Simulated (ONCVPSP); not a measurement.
Building the ONCV potential for gold (PBE, scalar-relativistic).

| Property | Result |
| --- | --- |
| Element | Au (Z = 79) |
| Generator | ONCVPSP 4.0.1 |
| Type | optimised norm-conserving Vanderbilt (ONCV) |
| Functional | PBE |
| Relativity | scalar-relativistic |
| Frozen core | [Kr] 4d10 4f14 |
| Valence charge | 19 |
| Reference configuration | 5s2 5p6 5d10 6s1 |
| Partial waves | 5s+6s: rc 1.25 bohr, ncon 4, nbas 7, qcut 7.6 1/bohr, 2 projectors; 5p: rc 1.35 bohr, ncon 4, nbas 7, qcut 8 1/bohr, 2 projectors, debl 2.1 Ha; 5d: rc 1.55 bohr, ncon 4, nbas 8, qcut 6.6 1/bohr, 2 projectors, debl 0.8 Ha; f scattering state at 0.09 Ha: rc 1.35 bohr, ncon 3, nbas 6, qcut 7.8 1/bohr, 1 projector |
| Local potential | polynomial inside 1.00 bohr (lpopt 5, dvloc0 -1 Ha) |
| Core correction | none |

In the p channel the program set the typed energies aside and used -2.197, 0.250 Ha.

All-electron outer shells of the reference configuration (PBE, scalar-relativistic, ld1.x):

| shell | level (eV) | outermost node (bohr) | outermost maximum (bohr) |
| --- | --- | --- | --- |
| 5s | -108.37 | 0.48 | 0.84 |
| 4f | -81.12 | – | 0.37 |
| 5p | -59.78 | 0.52 | 0.96 |
| 5d | -6.88 | 0.56 | 1.21 |
| 6s | -5.76 | 1.11 | 2.32 |

Question: Estimate the cutoffs (Ha) at which the residual kinetic energy of the hardest occupied pseudo-wave falls to 1 and 0.1 mHa per electron.

Answer: 36 Ha and 77 Ha.

Question: Does the potential have ghost states?

Answer: No bound ghost flagged; GHOST(+) flagged for s at 98.4 eV.

Question: Which valence shell sets the plane-wave cutoff?

Answer: 5s: 36 Ha for 1 mHa per electron, against 29 Ha for 5p.

Question: Tests: 5s2 5p6 5d10 6s0; 5s2 5p6 5d9 6s0; 5s2 5p6 5d8 6s0; 5s2 5p6 5d7 6s0. Which has the largest error in its energy relative to the reference configuration, and how large is it?

Answer: 5s2 5p6 5d7 6s0, with -35 meV (all-electron minus pseudo) on +112.21 eV.
